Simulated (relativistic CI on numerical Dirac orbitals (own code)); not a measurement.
**Sensitivity of the levels of S⁹⁺ to α**

These numbers are calculated, not measured: Dirac-Coulomb-Breit CI, separate exchange-only KLI orbitals for each configuration, derivatives by finite differences, unscaled Slater integrals, QED left out (own radial code, finite nucleus).

CI space (outside the closed core 1s2): 2s2.2p3, 2s.2p4, 2p5, 2s2.2p2.3s, 2p4.3s, 2s2.2p2.3p, 2p4.3p, 2s2.2p2.3d. Levels of other configurations are missing.

With x = (α/α₀)² − 1 an excitation energy changes as ω = ω₀ + qx; K = 2q/ω₀ is the relative enhancement. Terms are leading LS components, so labels can repeat.

Lowest level 2s2.2p3 4S°_3/2.

```
             Level  ω₀ (cm⁻¹)  q (cm⁻¹)         K
   2s2.2p3 2D°_3/2      86042     -2289   -0.0532
   2s2.2p3 2D°_5/2      87332     590.5    0.0135
   2s2.2p3 2P°_1/2     126581      1718    0.0271
   2s2.2p3 2P°_3/2     128535      5757    0.0896
     2s.2p4 4P_5/2     376491      8469     0.045
     2s.2p4 4P_3/2     383354     15480    0.0808
     2s.2p4 4P_1/2     386884     18760     0.097
     2s.2p4 2D_3/2     529126     12960     0.049
     2s.2p4 2D_5/2     529220     13380    0.0506
     2s.2p4 2S_1/2     616323     12720    0.0413
     2s.2p4 2P_3/2     653526     11710    0.0358
     2s.2p4 2P_1/2     662031     20830    0.0629
       2p5 2P°_3/2    1019283     21630    0.0424
       2p5 2P°_1/2    1030343     32770    0.0636
 2s2.2p2.3s 4P_1/2    2084787     -9074   -0.0087
 2s2.2p2.3s 4P_3/2    2089350     -3821  -0.00366
 2s2.2p2.3s 4P_5/2    2095544      2122   0.00203
 2s2.2p2.3s 2P_1/2    2110389     -6064  -0.00575
 2s2.2p2.3s 2P_3/2    2117897     995.5   0.00094
 2s2.2p2.3s 2D_5/2    2159903     315.5  0.000292
 2s2.2p2.3s 2D_3/2    2160208     889.8  0.000824
2s2.2p2.3p 2S°_1/2    2183895     -2427  -0.00222
2s2.2p2.3p 4D°_1/2    2189268     -5950  -0.00544
```

At this charge energies of transitions that change n are usually good to better than 1 %, and those within a shell (Δn = 0) to a few per cent.
